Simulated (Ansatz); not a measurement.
Frontier orbitals of CH8AlGaSi (`C[SiH2][AlH][GaH2]`).

Z-matrix (Å, degrees):
```
C
Si 1 1.883
H 1 1.092 2 110.9
H 1 1.092 2 110.8 3 -120.2
H 1 1.092 2 110.7 3 120.2
Al 2 2.464 1 115.9 3 -179.7
H 2 1.497 1 109.2 3 -57.3
H 2 1.496 1 109.3 3 57.4
Ga 6 2.513 2 121.4 1 -177.4
H 6 1.599 2 119.0 1 2.8
H 9 1.581 6 122.9 2 -89.1
H 9 1.581 6 122.8 2 89.7
```

Total charge 0; spin multiplicity 1. Correlated methods include outer-core shells of Ga, which these sets cover unevenly. Scalar relativity is left out up to krypton. Geometry: relaxed with PBE0-D4/def2-TZVP. It is one conformer, not always the lowest. Basis def2-TZVPP, Ansatz.

```
functional  HOMO (eV)  LUMO (eV)  gap (eV)
       PBE      -5.68      -2.88      2.80
    r2SCAN      -5.90      -2.69      3.21
      PBE0      -6.64      -2.16      4.48
   r2SCANh      -6.25      -2.44      3.81
   r2SCAN0      -6.77      -2.07      4.70
     BHLYP      -7.49      -1.36      6.13
 CAM-B3LYP      -7.82      -1.18      6.64
   ωB97M-V      -8.53      -0.53      8.00
```

From PBE to PBE0 the HOMO moves by −0.96 eV and the LUMO by +0.72 eV, and with ωB97M-V by −2.85 and +2.36 eV, so the gap grows from 2.79 to 8.00 eV with exact exchange.
